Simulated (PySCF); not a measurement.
**Working out the excitation energy of B⁺**

B⁺ [He] 2s2 (1S) → B⁺ [He] 2s1 3s1 (3S). Computed with PySCF 2.14 in x2c-TZVPPall with one added diffuse shell each of s, p, d type (6s4p3d1f, 40 functions), with scalar relativity by spin-free X2C-1e. Frozen: 1s2. Energies in hartree (1 hartree = 27.21139 eV):

| part | B⁺ (lower) | B⁺ (upper) |
| --- | --- | --- |
| UHF | -24.243659 | -23.706100 |
| CCSD correlation | -0.059523 | -0.008215 |
| (T) | 0.000000 | 0.000000 |

Problem. What does Hartree-Fock give?

Solution. (-23.706100) − (-24.243659) = 0.537559 hartree = 14.628 eV.

Problem. What do CCSD and CCSD(T) give?

Solution. The CCSD correlation energies differ by 0.051308 hartree = 1.396 eV and the triples by 0.000000 hartree = 0.000 eV, so CCSD gives 16.024 eV and CCSD(T) 16.024 eV.

Measured between the centres of the two terms (NIST): 16.090 eV, so CCSD(T) (valence) is off by -0.066 eV.

The coupled-cluster amplitudes are large, so a single reference is strained.

What remains against the reference includes basis incompleteness, the frozen core and higher excitations.
